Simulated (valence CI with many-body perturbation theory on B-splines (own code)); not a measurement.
**Cs²²⁺ in brief**

Method: relativistic CI+MBPT: five valence electrons over a frozen Dirac-Fock core [Ar] 3d10, radial functions for each j: 9 s, 9 p, 8 d, 6 f, 3 g, 1 h, with the one-electron correlation potential Σ1 (screened to all orders), the two-electron term Σ2, the three-electron term Σ3, Breit, model QED; selected single and double excitations, second order for the rest (own B-spline code, finite nucleus).

No measured levels were compared; by estimate levels hold to about 250 cm⁻¹ or 0.2 % of their energy and the worst to 1 %, as in measured heavy ions of charge 2 to 7; those with d or f electrons hold less well. Among the levels kept, up to 270 cm⁻¹ of a level comes from second order outside the variational space, and about a tenth of that is noise between levels of different J, which matters for small intervals.

Levels are named by their leading jj configuration (3d3/2^4 stands for four electrons in 3d with j = 3/2), which in mixed levels can hold well under half, so a name can repeat and another be missing.

Rates and lifetimes use the calculated energies. Strong lines usually hold to 10 to 20 %, long lifetimes can be off by a factor of two.

What is the ground level?

(4s^2 4p1/2^2 4p3/2) J=3/2, composition 39 % 4s2 4p3 4S° + 38 % 4s2 4p3 2P° + 21 % 4s2 4p3 2D°, g = 1.482.

Name the longest-lived excited levels whose lifetime is computed, and their main decay.

(4s^2 4p1/2 4p3/2^2) J=5/2 at 147600 cm⁻¹ lives 127 μs, mostly by M1 to (4s^2 4p1/2^2 4p3/2) J=3/2; (4s^2 4p1/2 4p3/2^2) J=3/2 at 121420 cm⁻¹ lives 25.7 μs, mostly by M1 to (4s^2 4p1/2^2 4p3/2) J=3/2; (4s^2 4p1/2 4p3/2^2) J=1/2 at 181910 cm⁻¹ lives 23.5 μs, mostly by M1 to (4s^2 4p1/2^2 4p3/2) J=3/2. The lifetime of (4s^2 4p1/2 4p3/2 4d5/2) J=9/2 is too uncertain to give, and may be longer.

What is the ionisation energy?

701.95 eV; NIST lists 700 ± 4 eV (theoretical).

How well does LS coupling describe the low levels?

Among the lowest 20 levels the leading LS term, summed over configurations, holds 60 % on average. For single configurations the figures are 57 % in LS and 81 % in jj coupling. Terms mix most in the J = 5/2 level at 765220 cm⁻¹, where the leading one holds 35 %.

Where does the other parity begin?

At (4s 4p1/2^2 4p3/2^2) J=5/2, 541090 cm⁻¹.

Among levels below 1282300 cm⁻¹, which E1 lines absorb most strongly from the ground level?

to (4s^2 4p1/2 4p3/2 4d3/2) J=5/2 at 10.72 nm, f = 0.693; to (4s^2 4p1/2 4p3/2 4d3/2) J=3/2 at 10.64 nm, f = 0.438; to (4s^2 4p1/2 4p3/2 4d3/2) J=1/2 at 10.63 nm, f = 0.293.

What are the static dipole polarisabilities of the lowest levels?

(4s^2 4p1/2^2 4p3/2) J=3/2 0.190 (tensor 0.010); (4s^2 4p1/2 4p3/2^2) J=3/2 0.201 (tensor 0.0051); (4s^2 4p1/2 4p3/2^2) J=5/2 0.200; (4s^2 4p1/2 4p3/2^2) J=1/2 0.199 bohr³, of which the core gives 0.0105.
